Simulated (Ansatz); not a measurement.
`C[SiH2][SiH2]Cl` + CH₃NH₂ → `NC[SiH2][SiH2]Cl` + CH₄  (formal exchange of groups at the Si–C bond)

Gas-phase electronic energies from Ansatz, PBE0-D4/def2-TZVP geometries. CBS: MP2 limit from def2 TZ/QZ plus the TZ coupled-cluster correction, frozen cores. This one scheme is used for every species. Functionals use def2-TZVPP. HSE06 is defined as in plane-wave codes. Each species was taken in one conformer, which may not be the lowest.

| species | HSE06 energy (Eh) |
| --- | --- |
| `C[SiH2][SiH2]Cl` | -1081.13143 |
| CH₃NH₂ | -95.77428 |
| `NC[SiH2][SiH2]Cl` | -1136.43032 |
| CH₄ | -40.47234 |

(1) Work out ΔE.

Largest T1 diagnostic among the species: 0.010.

Results:

(1) ΔE = (-1136.43032) + (-40.47234) − (-1081.13143) − (-95.77428) = 0.00305 Eh = +8.0 kJ/mol. CCSD(T)/CBS gives +6.1 kJ/mol.

Leaving LDA and LC-ωPBE aside and taking each functional with its dispersion term where it has one, the values, not all of them listed here, spread over 4.6 kJ/mol, from BLYP-D4 to PBE-QIDH. The D4 term adds −3.4 kJ/mol with B3LYP and −2.0 kJ/mol with PBE0; it sums over pairs of atoms, weighted by their polarisabilities, and B3LYP, whose exchange is more repulsive, gets the larger term.

B3LYP here is the variant with VWN-RPA as its local correlation; programs differ in this.
